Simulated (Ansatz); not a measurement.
Reaction (ligand exchange at a B–O bond): `N[SiH2]CBO` + HCl → `N[SiH2]CBCl` + H₂O

Gas-phase electronic energies from Ansatz, PBE0-D4/def2-TZVP geometries. CCSD(T)/CBS adds triple-zeta CCSD(T) − MP2 to the extrapolated MP2 energy (def2 sets, frozen cores). This one scheme is used for every species. DFT in def2-TZVPP. B3LYP here is the variant with VWN-RPA as its local correlation; programs differ in this. Each species was taken in one conformer, which may not be the lowest.

```tsv
level	ΔE (kJ/mol)	difference from CCSD(T)/CBS
r2SCAN-D4	36.5	2.6
B3LYP-D4	39.2	5.3
ωB97X-V	39.0	5.1
ωB97M-V	39.1	5.2
B2PLYP	40.7	6.8
B3LYP	43.7	9.8
CCSD(T)/def2-TZVPP	38.5	4.6
SCS-MP2/def2-QZVPP	35.1	1.2
MP2/CBS(def2)	28.8	-5.1
CCSD/CBS(def2)	35.7	1.8
CCSD(T)/CBS	33.9	0
```

Largest T1 diagnostic among the species: 0.012.

In def2-TZVPP, CCSD(T) changes the Hartree–Fock value by −6.8 kJ/mol (the triples alone add −1.7 kJ/mol) and MP2 by −11.8 kJ/mol. The D4 term adds −4.5 kJ/mol with B3LYP and −2.4 kJ/mol with PBE0; it sums over pairs of atoms, weighted by their polarisabilities, and B3LYP, whose exchange is more repulsive, gets the larger term.

CCSD(T)/CBS has its own doubt, a few kJ/mol and more with outer-core shells, so smaller differences from it don't rank the levels.
